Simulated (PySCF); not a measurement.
PBE0 on Pb⁻ (lead, charge -1), [Xe] 4f14 5d10 6s2 6p3, high-spin 4S determinant. Calculation: PySCF 2.14, in aug-cc-pV5Z-PP with ECP60MDF; scalar relativity through the core potential.

```
cycle= 1 E= -192.88565313224  delta_E= -0.00762  |g|= 0.011  |ddm|= 0.582
cycle= 2 E= -192.885792398849  delta_E= -0.000139  |g|= 0.00416  |ddm|= 0.0751
cycle= 3 E= -192.885803415326  delta_E= -1.1e-05  |g|= 0.00371  |ddm|= 0.0244
cycle= 4 E= -192.885809712925  delta_E= -6.3e-06  |g|= 0.000398  |ddm|= 0.0107
cycle= 5 E= -192.885809840288  delta_E= -1.27e-07  |g|= 2.81e-05  |ddm|= 0.00264
cycle= 6 E= -192.885809841808  delta_E= -1.52e-09  |g|= 3.92e-06  |ddm|= 0.000272
cycle= 7 E= -192.885809841829  delta_E= -2.1e-11  |g|= 2.73e-07  |ddm|= 3.2e-05
converged SCF energy = -192.885809841829  <S^2> = 3.7524862  2S+1 = 4.0012429
```

Highest occupied orbital energy: 0.311 eV; ⟨L²⟩ = 0.00; populations by l: s 4.00, p 9.00, d 10.00, f 0.00.

(1) Can this result be used?

Answers

(1) With care. Self-consistency was reached. Energies and moments cover only the electrons outside the core potential. Spin-orbit coupling, which splits the p, d and f shells strongly at this Z, is absent. Spin-orbit coupling is strong in this species (close to jj coupling), so the high-spin LS determinant is a model state, not a physical level. At PBE0 the highest occupied level has a positive energy, so only the finite basis holds that electron; in a semilocal or global hybrid functional this comes from self-interaction and does not mean that the real anion is unbound.
